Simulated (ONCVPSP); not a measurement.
**Cutoff test, thulium, ONCV**

* Element: thulium (Tm)
* Generator: ONCVPSP 4.0.1
* Type: optimised norm-conserving Vanderbilt (ONCV)
* Functional: LDA (Perdew-Wang 92)
* Relativity: scalar-relativistic
* Frozen core: [Kr] 4d10 4f12
* Valence charge: 11
* Reference configuration: 5s2 5p6 5d1 6s1 (charge +1)
* Partial waves: 5s+6s: rc 1.55 bohr, ncon 4, nbas 8, qcut 6.6 1/bohr, 2 projectors; 5p: rc 1.35 bohr, ncon 5, nbas 10, qcut 7.3 1/bohr, 3 projectors, debl 2.9 Ha; 5d: rc 3.35 bohr, ncon 3, nbas 8, qcut 3.8 1/bohr, 1 projector
* Local potential: polynomial inside 1.35 bohr (lpopt 5, dvloc0 1 Ha)
* Core correction: Teter function fitted to the true core (icmod 2), fcfact 0.35

For each optimised wave give the share of its norm inside rc, the residual kinetic energy above qcut (Ha) and the cutoffs (Ha) for errors of 10, 1, 0.1 and 0.01 mHa per electron.

```tsv
wave	norm inside rc	residual KE	10 mHa	1 mHa	0.1 mHa	0.01 mHa
5s	0.814	1.5e-04	15.1	18.9	26.6	71.7
6s	0.047	4.9e-05	11.9	16.9	20.7	33.1
5p	0.478	4.4e-04	18.5	24.6	55.1	159.9
p projector 2	0.058	3.6e-04	15.4	22.9	104.2	223.6
p projector 3	0.041	1.7e-03	20.1	28.5	188.8	282.1
5d	0.807	2.3e-05	4.5	5.6	6.9	11.8
```

The occupied waves need 25 Ha and 55 Ha for 1 and 0.1 mHa. Note: ghosts flagged at negative energy: p at -249.2 eV; GHOST(+) flagged for s at 181.1 eV, d at 246.0 eV. A true bound ghost makes a file unfit for plane-wave use. Its largest configuration-test error is -509 meV.
